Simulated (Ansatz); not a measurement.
Consider the formal loss of a carbene: `CC(C)(C)[NH][Ga]([Cl])[Cl]` → `[CH2]` (triplet) + `CC(C)[NH][Ga]([Cl])[Cl]`.

Program: Ansatz. Geometries: PBE0-D4/def2-TZVP. ΔE: electronic, gas phase. CCSD(T)/CBS is the MP2 limit (def2-TZVPP, def2-QZVPP) plus CCSD(T) − MP2 in def2-TZVPP, frozen cores. This one scheme is used for every species. Functionals use def2-TZVPP. B3LYP here is the variant with VWN-RPA as its local correlation; programs differ in this. Triplets are unrestricted, without spin–orbit coupling. For Ga outer-core shells are correlated without core-valence functions, which leaves a few kJ/mol of doubt a bond. Scalar relativity is left out up to krypton. Each species was taken in one conformer, which may not be the lowest.

```csv
level,ΔE (kcal/mol)
PBE-D4,106.5
B3LYP-D4,103.3
PBE,103.6
revPBE,96.0
BLYP,97.1
r2SCAN,99.5
CCSD(T)/def2-SVP,102.5
MP2/CBS(def2),110.2
```

**Question.** What does CCSD(T)/CBS give? (Estimate.)

**Answer.** Computed: +106.4 kcal/mol. The listed levels differ from it by 0.1, -3.1, -2.8, -10.4, -9.3, -6.9, -3.9, 3.8 kcal/mol.

Largest T1 diagnostic among the species: 0.011.

At CCSD(T), def2-SVP lies −3.8 kcal/mol from the extrapolated value and def2-TZVPP −2.4 kcal/mol. From PBE to PBE0 (25 % exact exchange), in def2-TZVPP and without D4, ΔE moves by −1.5 kcal/mol. The D4 term adds +4.6 kcal/mol with B3LYP and +2.5 kcal/mol with PBE0; it sums over pairs of atoms, weighted by their polarisabilities, and B3LYP, whose exchange is more repulsive, gets the larger term.

CCSD(T)/CBS has its own doubt, a few kJ/mol and more with outer-core shells, so smaller differences from it don't rank the levels.
